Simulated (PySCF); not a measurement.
C₄H₄BN, SMILES C#CB(N)C#C.

The structure is a stationary point at r2SCAN-D4/def2-SVP. The structure was generated by enumeration, and PubChem lists no compound with its InChIKey, so it may never have been made. One conformer was computed; it need not be the lowest.

Method: TDA-PBE0/def2-SVPD in PySCF 2.14.0.

Vertical excitations.  State labels are in the subgroup C2v.

| state | symmetry | energy (eV) | λ (nm) | f | main pairs |
|---|---|---|---|---|---|
| S1 | A2 | 4.84 | 256 | 0.000 | HOMO→LUMO 97 % |
| S2 | B1 | 5.21 | 238 | 0.000 | HOMO−3→LUMO 95 % |
| S3 | B2 | 5.58 | 222 | 0.097 | HOMO−2→LUMO 76 %, HOMO→LUMO+1 15 % |
| S4 | A1 | 5.77 | 215 | 0.102 | HOMO−1→LUMO 78 % |
| S5 | B1 | 6.46 | 192 | 0.000 | HOMO−1→LUMO+1 82 % |
| S6 | A2 | 6.48 | 191 | 0.000 | HOMO−2→LUMO+1 72 %, HOMO−2→LUMO+2 15 % |
| S7 | B2 | 7.20 | 172 | 0.108 | HOMO→LUMO+1 67 %, HOMO−1→LUMO+3 11 % |
| S8 | B1 | 7.28 | 170 | 0.000 | HOMO−1→LUMO+2 65 %, HOMO−1→LUMO+1 13 % |
| S9 | A1 | 7.35 | 169 | 0.215 | HOMO−3→LUMO+1 34 %, HOMO−2→LUMO+3 28 %, HOMO−4→LUMO 16 %, HOMO−1→LUMO 14 % |
| S10 | B1 | 7.52 | 165 | 0.000 | HOMO→LUMO+3 88 % |
| T1 | A1 | 4.20 | 295 | 0 | HOMO−1→LUMO 87 % |
| T2 | B2 | 4.28 | 290 | 0 | HOMO−2→LUMO 83 % |
| T3 | A2 | 4.49 | 276 | 0 | HOMO→LUMO 90 % |
| T4 | B1 | 4.82 | 257 | 0 | HOMO−3→LUMO 84 % |
Triplets are in the Tamm–Dancoff approximation.
